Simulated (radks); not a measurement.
Effect of the nuclear size on the germanium ion Ge+, [Ar] 3d10 4s2 4p1. Calculated with a radial shooting solver on a logarithmic mesh with Libxc functionals: Dirac Kohn-Sham, exchange-only LDA, spin-unpolarised, spherical densities, finite nucleus; open shells are shared between the two j in proportion to 2j + 1; Fermi nuclear charge, rms radius 4.0742 fm. The rms radius is varied about that value; shifts are against it.

\begin{tabular}{lrrrrr}
rms radius (fm) & total energy shift (eV) & density at nucleus (e/bohr^3) & 1s1/2 shift (meV) & 2s1/2 shift (meV) & 3p1/2 shift (meV) \\ \hline
3.4671 & -0.0933 & 3.189e+04 & -39.7 & -3.86 & 0.062 \\
3.8746 & -0.0322 & 3.166e+04 & -13.7 & -1.33 & 0.021 \\
4.0742 & 0 & 3.156e+04 & 0.000 & 0.000 & 0.000 \\
4.3594 & 0.0487 & 3.143e+04 & 20.7 & 2.01 & -0.032 \\
4.6405 & 0.0997 & 3.13e+04 & 42.4 & 4.12 & -0.066 \\
\end{tabular}

Slopes of the eigenvalues against <r^2> in GHz/fm^2, as finite differences over the two radii next to the reference (eigenvalue slopes, not the field-shift constants of lines): 1s1/2 2080, 2s1/2 203, 3p1/2 -3.24.
